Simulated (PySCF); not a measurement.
This triplet is an excited state, 2.01 eV above the relaxed singlet at the level B3LYP-D3(BJ)/def2-TZVP (PySCF).

B3LYP has the VWN-RPA correlation part, as in Gaussian. 

Cartesian coordinates (Å):
```xyz
8

C     -1.1469    -0.5931    -0.1806
C     -0.7751     0.6105     0.2710
Ge     1.0682     1.2267     0.2428
O      2.2065     0.0265    -0.4873
H     -2.1909    -0.8878    -0.1568
H     -0.4432    -1.3078    -0.5865
H     -1.4786     1.3319     0.6686
H      2.7600    -0.4069     0.1728
```
Charge 0, spin multiplicity 3.

Give the dipole moment, highest occupied spin orbital and total energy at the level B3LYP-D3(BJ)/def2-TZVP (PySCF).


| Quantity | Result |
|---|---|
| dipole moment | 1.41 D |
| highest occupied spin orbital | -4.44 eV |
| total energy | -2230.8823 Ha |
